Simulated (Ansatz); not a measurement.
HS2 (SMILES [S]S), doublet, at a GFN2-xTB geometry. Base run: Ansatz (an electronic-structure program) with BLYP/pcseg-1.

Geometry (Å):
```xyz
3

S      0.9107    -0.4518    -0.0208
S     -0.8057     0.4864     0.0191
H     -1.6791    -0.5525     0.0274
```
Charge 0, spin multiplicity 2.
Orbitals are unrestricted.
All else is at Ansatz's defaults.

Each row names what was changed in the base input (with any setting that the change needs).

```csv
change,E (Eh),SCF-reference <S^2>
base,-796.93584,0.752
functional = B2GP-PLYP,-796.52884,0.758
functional = PBE-QIDH,-796.41841,0.758
functional = hse06,-796.63053,0.753
functional = SVWN5,-794.19733,0.751
functional = PBE0-DH,-796.58195,0.756
functional = lc_wpbe,-796.69359,0.755
functional = blyp; dispersion = d4,-796.94010,0.752
functional = blyp; dispersion = d3bjatm,-796.94041,0.752
functional = pbe0,-796.64513,0.753
functional = b3lyp,-796.96520,0.753
functional = cam_b3lyp,-796.94789,0.754
functional = b3lyp5,-796.83887,0.753
```

Total energies compare only within one method and basis.
